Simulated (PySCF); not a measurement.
# Working with the constants of MgSb

UHF-CCSD(T) constants of MgSb, ⁴Σ⁻ (quartet), unpaired electrons σ ↑, π ↑↑ (Mg cc-pVDZ, Sb cc-pVDZ-PP with ECP28; scalar-relativistic core potentials (PySCF 2.14); masses 23.9850 and 120.9038 u):

- ωe: 169.2 cm⁻¹
- ωexe: 3.42 cm⁻¹
- Be: 0.097325 cm⁻¹
- αe: 0.00145 cm⁻¹
- De to Mg + Sb: 0.168 eV

Task: What force constant and bond length do these constants imply?

Result: Reduced mass μred = 20.015 u; k = 5.8918×10⁻⁷·μred·ωe² (u, cm⁻¹, mdyn/Å) = 0.338 mdyn/Å; Re = √(16.8576/(μred·Be)) (u, cm⁻¹, Å) = 2.942 Å.

Task: Estimate the centrifugal constant D from the Kratzer relation and find the Dunham coefficient a1.

Result: D = 4Be³/ωe² = 1.29e-07 cm⁻¹; a1 = −1 − αeωe/(6Be²) = -5.32.

Correlated steps freeze 5 core orbitals. The bond is weak. Basis-set superposition, not corrected here, can be much of De in a small basis, most of all at correlated wavefunction levels. Spin–orbit coupling is left out, which matters for elements this heavy, above all for dissociation energies. The state is the lowest determinant that a PBE0 search found; another state may lie lower at other levels.
